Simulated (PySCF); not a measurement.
C2H6BF2N, SMILES CCNB(F)F.

Coordinates come from a PBE0-D3(BJ)/def2-SVP optimisation. The structure was generated by enumeration, and PubChem lists no compound with its InChIKey, so it may never have been made. The values are those of a single conformer.

All values below come from TDDFT-PBE0/def2-SVPD run with PySCF 2.14.0.

Vertical excitations. 

Q: Estimate the UV-visible absorptions. (The exact figures need the calculation; the answer reports its results.)

A: 
```tsv
state	energy (eV)	λ (nm)	f	main pairs
S1	6.90	180	0.018	HOMO→LUMO 97 %
S2	7.93	156	0.054	HOMO→LUMO+1 96 %
S3	8.08	153	0.012	HOMO→LUMO+2 55 %, HOMO→LUMO+3 41 %
S4	8.34	149	0.037	HOMO→LUMO+3 51 %, HOMO→LUMO+2 42 %
S5	8.83	140	0.243	HOMO→LUMO+4 92 %
S6	9.10	136	0.005	HOMO−1→LUMO 93 %
S7	9.40	132	0.004	HOMO→LUMO+5 86 %
S8	9.73	127	0.025	HOMO→LUMO+6 85 %
S9	9.83	126	0.006	HOMO→LUMO+7 73 %, HOMO→LUMO+8 14 %
S10	9.91	125	0.069	HOMO−2→LUMO 82 %
T1	6.69	185	0	HOMO→LUMO 94 %
T2	7.13	174	0	HOMO→LUMO+4 62 %, HOMO→LUMO+2 19 %
T3	7.80	159	0	HOMO→LUMO+1 91 %
T4	7.92	157	0	HOMO→LUMO+3 54 %, HOMO→LUMO+2 38 %
```
Triplets are in the Tamm–Dancoff approximation, which puts them higher than full response would, so one can lie above its singlet here.
